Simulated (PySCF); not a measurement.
Symmetry of computed structures. Method used: PBE0/pcSseg-1 in PySCF (dipole) on a GFN2-xTB geometry, gas phase. The symmetry is that of the one conformer found, every atom within 0.08 Å of its image; none is proved a minimum here.

What symmetry has `[O:1]=[C:2]([Cl:3])[c:4]1[cH:5][cH:6][c:7]([C:8]([F:9])([F:10])[F:11])[cH:12][cH:13]1` with O1–C2–C4–C5 0°?

C1; near-prolate asymmetric top; symmetry number 1; this conformer is chiral (no improper operation); dipole 1.09 D.

Point group, rotor type and polarity of `[CH2:1]=[CH:2][Si@:3]([NH2:4])([C:5]#[C:6][CH3:7])[SiH2:8][OH:9]` with C1–C2–Si3–N4 -23°, C2–Si3–N4–H -45° and 180°, C2–Si3–Si8–O9 -68°, Si3–Si8–O9–H -41°?

C1; asymmetric top; symmetry number 1; this conformer is chiral (no improper operation); dipole 3.00 D.

What symmetry has `[CH2:1]=[C:2]([F:3])[C:4]1=[CH:5][C:6]([F:7])([F:8])[C:9](=[O:10])[O:11]1` with C1–C2–C4–C5 180°?

Cs; asymmetric top; symmetry number 1; 2 operations, which sort the 14 atoms into 13 sets; dipole 3.58 D, in the ab plane, which is the mirror; A, B, C = 2125, 748.3, 613.3 MHz; heavy atoms equivalent by symmetry: F7/F8.
